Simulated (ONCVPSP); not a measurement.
# Cutoff test, O (Z = 8), ONCV

ONCVPSP 4.0.1 input, shortened (lines: element, Z, core and valence counts, functional; n l f; lmax; l rc ep ncon nbas qcut; lloc lpopt rc5 dvloc0; l nproj debl; icmod fcfact rcfact), PBEsol, non-relativistic:

```
  O 8.00    1    2  -116133      upf
    1    0    2.00
    2    0    1.75
    2    1    4.25
    2
    0    0.80    0.00    4    7   10.20
    1    1.25    0.00    5    9    8.70
    2    1.30    0.23    5    9    8.10
    4    5    0.55    0.00
    0    2    2.20
    1    1    0.90
    2    2    1.70
    0    0.00    0.00
```

**Question.** For each optimised wave give the share of its norm inside rc, the residual kinetic energy above qcut (Ha) and the cutoffs (Ha) for errors of 10, 1, 0.1 and 0.01 mHa per electron.

**Answer.**

```
         wave  norm inside rc  residual KE  10 mHa  1 mHa  0.1 mHa  0.01 mHa
           2s           0.274      1.5e-04    29.8   42.6     55.5     156.6
s projector 2           0.091      1.3e-04    25.9   39.3     70.2     247.7
           2p           0.586      5.2e-04    27.3   35.4    103.3     164.4
d projector 1           0.001      2.0e-07     0.8    2.7      8.5      17.9
d projector 2           0.105      5.0e-05    11.5   21.4     30.2      40.0
```

The occupied waves need 43 Ha and 103 Ha for 1 and 0.1 mHa. Rows with under 1 % of the norm inside rc give no meaningful cutoff.
